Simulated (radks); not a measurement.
Values are calculated unless marked as measured or tabulated.
Isoelectronic series with 50 electrons, each ion in its NIST ground configuration. Code: a radial shooting solver on a logarithmic mesh with Libxc functionals. Model: scalar-relativistic Kohn-Sham, LDA (Slater exchange, Perdew-Wang correlation), spin-unpolarised, spherical densities, point nucleus. Total energies (hartree) and orbital eigenvalues (eV):

[
 {"ion": "Sn", "configuration": "[Kr] 4d10 5s2 5p2", "E (hartree)": "-6171.86703", "5s": "-10.8106", "4d": "-25.9040"},
 {"ion": "Sb+", "configuration": "[Kr] 4d10 5s2 5p2", "E (hartree)": "-6475.65477", "5s": "-20.9534", "4d": "-42.0992"},
 {"ion": "Te2+", "configuration": "[Kr] 4d10 5s2 5p2", "E (hartree)": "-6787.81685", "5s": "-33.0699", "4d": "-61.0883"},
 {"ion": "I3+", "configuration": "[Kr] 4d10 5s2 5p2", "E (hartree)": "-7108.37149", "5s": "-46.8535", "4d": "-82.4774"},
 {"ion": "Xe4+", "configuration": "[Kr] 4d10 5s2 5p2", "E (hartree)": "-7437.34792", "5s": "-62.1643", "4d": "-106.0767"},
 {"ion": "Cs5+", "configuration": "[Kr] 4d10 5s2 5p2", "E (hartree)": "-7774.7820", "5s": "-78.9219", "4d": "-131.7721"},
 {"ion": "Ba6+", "configuration": "[Kr] 4d10 5s2 5p2", "E (hartree)": "-8120.7146", "5s": "-97.0751", "4d": "-159.4879"},
 {"ion": "La7+", "configuration": "[Kr] 4d10 5s2 5p2", "E (hartree)": "-8475.1903", "5s": "-116.5893", "4d": "-189.1701"},
 {"ion": "Ce8+", "configuration": "[Kr] 4d10 5s2 5p2", "E (hartree)": "-8838.2572", "5s": "-137.4401", "4d": "-220.7787"},
 {"ion": "Pr9+", "configuration": "[Kr] 4d10 4f2 5s2", "E (hartree)": "-9209.8647", "5s": "-153.1530", "4d": "-239.1869"},
 {"ion": "Nd10+", "configuration": "[Kr] 4d10 4f2 5s2", "E (hartree)": "-9590.7823", "5s": "-176.0553", "4d": "-273.1980"},
 {"ion": "Pm11+", "configuration": "[Kr] 4d10 4f2 5s2", "E (hartree)": "-9980.5089", "5s": "-200.2985", "4d": "-309.1680"},
 {"ion": "Sm12+", "configuration": "[Kr] 4d10 4f2 5s2", "E (hartree)": "-10379.1010", "5s": "-225.8636", "4d": "-347.0526"},
 {"ion": "Eu13+", "configuration": "[Kr] 4d10 4f2 5s2", "E (hartree)": "-10786.6180", "5s": "-252.7389", "4d": "-386.8201"},
 {"ion": "Gd14+", "configuration": "[Kr] 4d10 4f2 5s2", "E (hartree)": "-11203.1228", "5s": "-280.9171", "4d": "-428.4469"}
]
